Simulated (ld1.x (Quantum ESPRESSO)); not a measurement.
**What one change does to a pseudopotential (helium, TM)**

```json
{"Element": "He (Z = 2)", "Generator": "ld1.x (Quantum ESPRESSO) 7.5", "Type": "norm-conserving Troullier–Martins (Kleinman–Bylander form)", "Functional": "LDA (PZ)", "Relativity": "scalar-relativistic", "Frozen core": "none", "Valence charge": "2", "Reference configuration": "1s2", "Partial waves": "1s (bound): rc 0.70 bohr; 2p channel at 0.05 Ry: rc 0.65 bohr", "Local potential": "all-electron potential smoothed inside 0.70 bohr (lloc = -1)", "Core correction": "none"}
```

Change: functional PBE.

Cutoffs: the cutoffs (Ry, on a coarse ladder) from which the occupation-weighted sum of valence levels, in a spherical-Bessel basis at the reference potential, stays within 10 and 1 mRy of its value at 400 Ry; they do not see the model core or the augmentation charge, which bear on the density cutoff. Errors are all-electron minus pseudo energies relative to the spin-unpolarised reference configuration.

Problem. How do hardness, ghosts and transferability respond?

Solution. The potential gets neither clearly harder nor softer (110 Ry and 180 Ry → 110 Ry and 200 Ry); the number of tests with a reliable result goes from 4 to 2; neither file shows a bound ghost.

```csv
quantity,base,changed
"cutoff, loose",110 Ry,110 Ry
"cutoff, tight",180 Ry,200 Ry
bound ghosts,none,none
"error for 1s1, meV [ΔE 26.49 → 26.96 eV]",+11,+12
"error for 1s1.5, meV [ΔE 10.37 → 10.55 eV]",+1.4,+1.5
s: phases at 0.80 bohr within 0.05 rad from the reference energy up to (Ry; the scan ends near 5),to the end of the scan,to the end of the scan
p: phases at 0.80 bohr within 0.05 rad from the reference energy up to (Ry; the scan ends near 5),to the end of the scan,to the end of the scan
```
